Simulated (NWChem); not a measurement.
Species: TaN$_{2}$H$_{4}$OF; SMILES [NH2][Ta]([NH2])(=[O])[F]

```xyz
9

Ta     0.0370    -0.0187     0.0000
O      1.6874     0.4591     0.0000
F     -0.1915    -1.9101     0.0000
N     -0.7513     0.7673    -1.6366
H     -1.7331     0.7286    -1.9012
H     -0.2441     1.3409    -2.3054
N     -0.7513     0.7673     1.6366
H     -0.2441     1.3409     2.3054
H     -1.7331     0.7286     1.9012
```
Atoms are numbered in this order, from 1.

Computed with NWChem. Coordinates come from a PBE0/def2-SVP optimisation. No frequency run checked for a minimum. def2 effective core potentials on Ta; no spin-orbit coupling.

### Question
What does the run give for MPW1K/def2-SVP? Quantities: highest occupied level (eV); orbital gap (eV); dipole (D).

### Answer
```json
{
  "highest occupied level (eV)": "-8.84",
  "orbital gap (eV)": "9.03",
  "dipole (D)": "4.55"
}
```
